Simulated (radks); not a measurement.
The numbers below are computed, except where a source is named.
Neutral phosphorus inside a hard spherical wall (all orbitals vanish at R), configuration held at [Ne] 3s2 3p3 and not refilled when levels cross. Code: a radial shooting solver on a logarithmic mesh with Libxc functionals. Model: scalar-relativistic Kohn-Sham, LDA (Slater exchange, Perdew-Wang correlation), spin-unpolarised, spherical densities, finite nucleus; Fermi nuclear charge, rms radius 3.1889 fm. Eigenvalues in eV, with the zero of energy where the potential of the charges vanishes at infinity; a dash marks a level that is unbound or too diffuse for the functional's potential to be trusted. A positive occupied level is held by the wall or, in an anion where self-interaction has pushed it up, behind a barrier. The pressure on the wall is -dE/dV.

R (bohr) = free: E (hartree) -340.78827; kinetic (hartree) 341.545; e(2s) -173.15; e(2p) -124.52; e(3s) -14.017; e(3p) -5.597; e(4s, empty) -0.374; e(4p, empty) -; pressure (GPa) 0
R (bohr) = 10: E (hartree) -340.78817; kinetic (hartree) 341.547; e(2s) -173.13; e(2p) -124.50; e(3s) -14.006; e(3p) -5.587; e(4s, empty) 0.234; e(4p, empty) 1.926; pressure (GPa) 0.00316
R (bohr) = 8: E (hartree) -340.78691; kinetic (hartree) 341.558; e(2s) -173.03; e(2p) -124.40; e(3s) -13.929; e(3p) -5.508; e(4s, empty) 1.289; e(4p, empty) 3.730; pressure (GPa) 0.0640
R (bohr) = 7: E (hartree) -340.78334; kinetic (hartree) 341.584; e(2s) -172.82; e(2p) -124.19; e(3s) -13.777; e(3p) -5.348; e(4s, empty) 2.564; e(4p, empty) 5.640; pressure (GPa) 0.304
R (bohr) = 4: E (hartree) -340.50652; kinetic (hartree) 342.892; e(2s) -166.66; e(2p) -117.97; e(3s) -9.499; e(3p) -0.253; e(4s, empty) 24.631; e(4p, empty) 31.786; pressure (GPa) 60.1
R (bohr) = 3.5: E (hartree) -340.19574; kinetic (hartree) 344.083; e(2s) -162.52; e(2p) -113.79; e(3s) -6.256; e(3p) 3.652; e(4s, empty) 38.969; e(4p, empty) 47.139; pressure (GPa) 172
R (bohr) = 2: E (hartree) -333.41233; kinetic (hartree) 362.759; e(2s) -126.04; e(2p) -76.411; e(3s) 43.956; e(3p) 58.777; e(4s, empty) 213.79; e(4p, empty) 218.17; pressure (GPa) 8380
R (bohr) = 1.5: E (hartree) -319.51974; kinetic (hartree) 394.855; e(2s) -90.269; e(2p) -38.546; e(3s) 135.81; e(3p) 149.08; e(4s, empty) 466.95; e(4p, empty) 449.33; pressure (GPa) 51800
